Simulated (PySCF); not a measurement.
LDA on Tc⁻ (technetium, charge -1), [Kr] 4d6 5s2, high-spin 5D determinant. Computed with PySCF 2.14 in def2-QZVPPD with the def2 core potential (28 electrons) (7s5p4d4f2g, 88 functions), with scalar relativity through the core potential.

```
cycle= 1 E= -80.5530830564203  delta_E= -0.0162  |g|= 0.133  |ddm|= 1.75
cycle= 2 E= -80.536967387601  delta_E= 0.0161  |g|= 0.223  |ddm|= 0.395
cycle= 3 E= -80.5600401219566  delta_E= -0.0231  |g|= 0.0147  |ddm|= 0.368
cycle= 4 E= -80.5601904705713  delta_E= -0.00015  |g|= 0.00105  |ddm|= 0.0546
cycle= 5 E= -80.5601911362907  delta_E= -6.66e-07  |g|= 0.000259  |ddm|= 0.00308
cycle= 6 E= -80.5601911867665  delta_E= -5.05e-08  |g|= 3.9e-05  |ddm|= 0.00121
cycle= 7 E= -80.5601911880365  delta_E= -1.27e-09  |g|= 1.29e-06  |ddm|= 0.000144
cycle= 8 E= -80.5601911880389  delta_E= -2.36e-12  |g|= 1.74e-07  |ddm|= 6.88e-06
converged SCF energy = -80.5601911880389  <S^2> = 6.030807  2S+1 = 5.0123076
```

Highest occupied orbital energy: 2.525 eV; ⟨L²⟩ = 6.02; populations by l: s 4.00, p 6.00, d 6.00, f 0.00.

Question: Can this result be used?

Answer: With care. Self-consistency was reached. Energies and moments cover only the electrons outside the core potential. At LDA the highest occupied level has a positive energy, so only the finite basis holds that electron; in a semilocal or global hybrid functional this comes from self-interaction and does not mean that the real anion is unbound.
